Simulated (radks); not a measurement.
Initial-state core-level shifts of the selenium ion Se3+ when its valence configuration changes from [Ar] 3d10 4s2 4p1. All-electron calculation, scalar-relativistic Kohn-Sham, r2SCAN, spin-polarised, spherical densities, finite nucleus; open shells are filled with parallel spins first; meta-GGA in the generalised Kohn-Sham scheme; Fermi nuclear charge, rms radius 4.14 fm. Program: a radial shooting solver on a logarithmic mesh with Libxc functionals. Shifts are changes of the shell-averaged eigenvalues in eV (positive: less bound); the change of the density at the nucleus, which sets a Mossbauer isomer shift, is in e/bohr^3, on a base of 4.026e+04.

valence	1s	2p	3s	3p	density at nucleus
3d10 4s1 4p2	-1.143	-1.101	-1.187	-1.178	-34.952
3d10 4s1.5 4p1.5	-0.646	-0.622	-0.654	-0.650	-17.361
3d10 4p3	-2.759	-2.652	-2.762	-2.747	-69.971
3d9 4s2 4p2	-15.542	-16.906	-13.314	-13.060	+16.187
3d8 4s2 4p3	-31.719	-34.587	-26.705	-26.213	+33.471
3d8 4s1.5 4p3.5	-32.448	-35.299	-27.416	-26.921	+12.652
3d7 4s1.5 4p4.5	-49.742	-54.182	-41.258	-40.550	+29.485
3d9 4s1.5 4p2.5	-16.055	-17.410	-13.848	-13.589	-2.846
3d6 4s1.5 4p5.5	-67.630	-73.755	-55.093	-54.202	+47.594
